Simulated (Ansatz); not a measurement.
H3BN (SMILES B[NH]), doublet, at a GFN2-xTB geometry; MP2/6-31G* run with Ansatz (a program for electronic structure).

The Ansatz input:
Ansatz 0.2 input:
```yaml
crystal:
  periodic: [false, false, false]
  atoms:
    - {symbol: B, position_ang: [-0.65587946, 0.14196566, 0.01662518]}
    - {symbol: N, position_ang: [0.60502837, -0.19409535, -0.01952649]}
    - {symbol: H, position_ang: [-1.52568697, -0.65179993, -0.02650347]}
    - {symbol: H, position_ang: [-1.00555975, 1.27397698, 0.09559561]}
    - {symbol: H, position_ang: [1.57544545, 0.02666206, -0.01553258]}
basis:
  gaussian:
    orbitals: 6-31G*
magnetization: {spin_polarized: true, initial_magnetization: 1}
correlation: {method: mp2}
```

Output, abridged:

```
Functional definition: HF
373 factors; integrals over basis functions are off by at most 1.0e-3 eV
mean field evaluation 1: about -2196.7921 eV, gradient 2.0e1 eV
mean field evaluation 2: about -2196.7939 eV, gradient 2.0e1 eV
mean field evaluation 4: about -2199.3606 eV, gradient 3.2e0 eV
mean field evaluation 8: about -2199.6562 eV, gradient 2.6e-1 eV
mean field evaluation 16: about -2198.7575 eV, gradient 5.4e0 eV
mean field evaluation 32: about -2199.6456 eV, gradient 3.8e-1 eV
mean field -2199.65767222 eV, -80.8359284726 hartree, gradient 1.5e-6 eV, S^2 0.771498; 5 other end points of the search recorded, 0 dependent functions left out
2 core orbitals not correlated
reference -2199.65767222 eV, -80.8359284726 hartree; 6, 5 occupied and 28, 29 virtual orbitals, 373 factors
second order -5.71225262 eV of doubles, -0.00000000 eV of singles
Total energy: -2205.36992484 eV, -81.0458498846 hartree
```
